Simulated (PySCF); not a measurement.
## Radial density of B⁺ (boron, charge +1)

PBE, [He] 2s2, closed-shell 1S. All numbers are calculated (PySCF 2.14, the spin-free X2C one-electron Hamiltonian (Gaussian nucleus), in x2c-TZVPall (5s3p2d1f, 31 functions)).

```
r (bohr)  4πr²ρ (e/bohr)
 0.00489         0.02125
 0.00823         0.05811
  0.0138          0.1540
  0.0233          0.3953
  0.0392          0.9515
  0.0659           2.064
   0.111           3.749
   0.186           5.084
   0.313           4.263
   0.527           1.693
   0.887          0.8362
    1.49           1.210
    2.51          0.4964
    4.22         0.02870
    7.10       6.630e-05
```

Densities and radii are taken from the X2C orbitals without a picture-change correction, which distorts them close to the nucleus.
